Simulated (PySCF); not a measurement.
SiB3H6N3O2

SiB3H6N3O2 is a silylene (divalent Si8, bonded to 2 O), neutral, singlet. The structure, one conformer, was relaxed in the gas phase by PBE0-D3(BJ)/def2-SVP. No frequency run checks that it is a minimum.

SMILES: O[Si]ON1BNBNB1

Coordinates in Å:
```
B1      0.345    0.890   -0.924
N2     -0.819    1.543   -0.427
B3     -1.835    0.874    0.319
N4     -1.639   -0.516    0.576
B5     -0.504   -1.245    0.119
N6      0.481   -0.499   -0.606
O7      1.577   -1.186   -1.117
Si8     3.050   -1.320   -0.261
O9      2.715   -0.488    1.138
H10     1.196    1.459   -1.558
H11    -0.934    2.528   -0.627
H12    -2.814    1.458    0.718
H13    -2.345   -1.016    1.101
H14    -0.345   -2.418    0.337
H15     1.834   -0.101    1.243
```

Shieldings: GIAO PBE0/pcSseg-1. Shifts are against computed references at the same level: H TMS (σ 31.27 ppm), Si TMS (σ 352.0 ppm). Core levels by delta-SCF with SCAN, pcX-2 on the ionised atom and pcseg-1 elsewhere, spin-free X2C; from the vacuum level, for chosen atoms.

**Question.** Give the NMR and core-level values of the distinct atoms.

**Answer.** 
```
  atoms   bonded to  σ (ppm)  δ (ppm)  core level (eV)
  B1 B5   2 N + 1 H     71.6        -        1s 196.00
  N2 N4   2 B + 1 H    122.6        -        1s 405.08
     B3   2 N + 1 H     73.5        -                -
     N6   2 B + 1 O     43.6        -        1s 405.99
     O7  1 N + 1 Si     61.6        -        1s 538.56
    Si8         2 O    287.4     64.6                -
     O9  1 Si + 1 H    154.3        -                -
    H10         1 B    26.35     4.92                -
H11 H13         1 N    25.48     5.79                -
    H12         1 B    26.48     4.79                -
    H14         1 B    26.34     4.93                -
    H15         1 O    25.60     5.67                -
```

Values are those of this one static structure; atoms that internal rotation interchanges would show their mean in an NMR spectrum.

The core-hole state of B5 is spin-contaminated (⟨S²⟩ 0.83 against 0.75 for a pure doublet), so that value and differences from it are less sure.

Core levels of B3 are left out, their hole states being strongly spin-contaminated.

**Question.** Which of N2, N6 holds its core electrons tightest, and by how much against the loosest?

**Answer.** N6 (bonded to 2 B + 1 O), by 0.91 eV over N2 (bonded to 2 B + 1 H).

**Question.** By CAM-B3LYP/def2-SVPD (TDDFT singlets, Tamm-Dancoff triplets, ionisation by delta-SCF), where does absorption start, and what does vertical ionisation take?

**Answer.** The lowest singlet lies at 5.29 eV (f 0.078), the strongest of the first 6 at 6.97 eV (f 0.291), the lowest triplet at 3.37 eV; vertical ionisation takes 9.47 eV.
